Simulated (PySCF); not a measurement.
Job for PySCF: D3(BJ) and D4 dispersion corrections on CH4O2Sn (SMILES C[O][Sn][OH]), a point of a torsion scan.

```python
from pyscf import gto
from pyscf.dispersion import dftd3, dftd4

mol = gto.M(
    atom='''
    C    -1.16380722    0.15561955   -0.66704674
    O    -1.00983273    0.66984992    0.62815832
    Sn   -0.91555130    0.98422133    2.62214008
    O    -1.40444391   -0.63015249    3.70449193
    H    -2.18998722   -0.18407370   -0.82608394
    H    -0.49085162   -0.69007301   -0.82712945
    H    -0.93210432    0.93522318   -1.39923898
    H    -1.67141810   -1.51522060    3.94282677
    ''',
    basis='def2-svp',
    charge=0, spin=0, verbose=0, max_memory=1800)
d3, d4 = {}, {}
for xc in ['hf', 'pbe', 'blyp', 'revpbe', 'tpss', 'r2scan', 'b3lyp', 'pbe0', 'bhlyp', 'camb3lyp', 'b2plyp']:
    d3[xc] = float(dftd3.DFTD3Dispersion(mol, xc=xc, version='d3bj', atm=False).get_dispersion()['energy'])
    print(f'D3(BJ) {xc:10s} {d3[xc]:14.8f} Eh')
for xc in ['hf', 'pbe', 'blyp', 'revpbe', 'tpss', 'r2scan', 'b3lyp', 'pbe0', 'bhlyp', 'camb3lyp', 'b2plyp']:
    d4[xc] = float(dftd4.DFTD4Dispersion(mol, xc={'camb3lyp': 'cam-b3lyp'}.get(xc, xc), atm=True).get_dispersion()['energy'])
    print(f'D4     {xc:10s} {d4[xc]:14.8f} Eh')
```

Program output:

```
D3(BJ) hf            -0.03711225 Eh
D3(BJ) pbe           -0.00458567 Eh
D3(BJ) blyp          -0.01018314 Eh
D3(BJ) revpbe        -0.01121854 Eh
D3(BJ) tpss          -0.00596651 Eh
D3(BJ) r2scan        -0.00132802 Eh
D3(BJ) b3lyp         -0.00841464 Eh
D3(BJ) pbe0          -0.00415475 Eh
D3(BJ) bhlyp         -0.00692514 Eh
D3(BJ) camb3lyp      -0.00407770 Eh
D3(BJ) b2plyp        -0.00415688 Eh
D4     hf            -0.01741766 Eh
D4     pbe           -0.00503187 Eh
D4     blyp          -0.01095134 Eh
D4     revpbe        -0.01471117 Eh
D4     tpss          -0.00677255 Eh
D4     r2scan        -0.00121586 Eh
D4     b3lyp         -0.00816869 Eh
D4     pbe0          -0.00428322 Eh
D4     bhlyp         -0.00665033 Eh
D4     camb3lyp      -0.00440361 Eh
D4     b2plyp        -0.00351041 Eh
```

The run finished.

Cost: very roughly 0.03 core-seconds.
